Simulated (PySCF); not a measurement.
# Calculated properties of `C1=C[SiH2]C=C[SiH]1Cl`

Species: C₄H₇ClSi₂.
Geometry (GFN2-xTB, Å), atoms numbered from 1 in this order:
```xyz
14
C4H7ClSi2 angstrom
Cl     2.839    1.155    1.539
Si     1.558    0.653    0.044
C     -0.029    1.645    0.235
C     -1.244    1.135    0.041
Si    -1.582   -0.654   -0.438
C     -0.061   -1.682   -0.024
C      1.157   -1.180    0.171
H      2.224    0.963   -1.227
H      0.069    2.687    0.525
H     -2.108    1.777    0.175
H     -2.732   -1.158    0.326
H     -1.859   -0.735   -1.881
H     -0.205   -2.754    0.071
H      1.972   -1.851    0.422
```

Among its groups: C=C double bond, Si–H bond and C–Si bond.

From GFN2-xTB geometry:

- Point group of the GFN2-xTB geometry: Cs
- Rotational constants A, B, C of the GFN2-xTB geometry: 3.165, 0.926, 0.766 GHz

**B3LYP/def2-SVPD ground state and vertical TDDFT (core frozen in the response) (PySCF)**

* Dipole moment: 1.54 D
* HOMO energy: -7.81 eV
* LUMO energy: -1.44 eV
* HOMO–LUMO gap: 6.37 eV
* Lowest singlet excitation: 5.26 eV (236 nm, f = 0.007)
* Strongest line among the 8 lowest singlet transitions: S4 at 5.86 eV (212 nm, f = 0.058)
* Lowest triplet excitation (Tamm–Dancoff): 4.17 eV
* Static isotropic polarisability: 108.6 au
* Electronic spatial extent ⟨r²⟩ about the centre of nuclear charge: 1462 bohr²

Monoisotopic mass from the formula: 145.9775 u.

 The vertical singlet–triplet gap S1 − T1 is 1.09 eV (TDDFT singlet less Tamm–Dancoff triplet; S1: HOMO→LUMO, weight 0.89; T1: HOMO−2→LUMO, weight 0.51, beside HOMO−1→LUMO+1, weight 0.32). The rotational constants make it an asymmetric top with κ = (2B − A − C)/(A − C) = -0.87, nearer the prolate limit (−1). The 8 singlets span 5.26 to 6.78 eV, and their oscillator strengths add up to 0.09. In atomic units the dipole is 0.61 e·bohr (1 au = 2.5417 D). The principal polarisabilities are 82.4, 100.4 and 142.9 au; their mean is the isotropic value. With B = h/(8π²I), that is 505.379 GHz u Å² over I, the principal moments of inertia are 159.7, 545.7 and 659.5 u Å² (most abundant isotopes); the inertial defect Ic − Ia − Ib is -45.9 u Å² (zero for a rigid planar frame, negative otherwise). The largest Löwdin shares of the LUMO are 0.16 on C4, 0.16 on C6, 0.15 on C3 and 0.15 on C7.

Isolated species at its GFN2-xTB geometry (one conformer only).
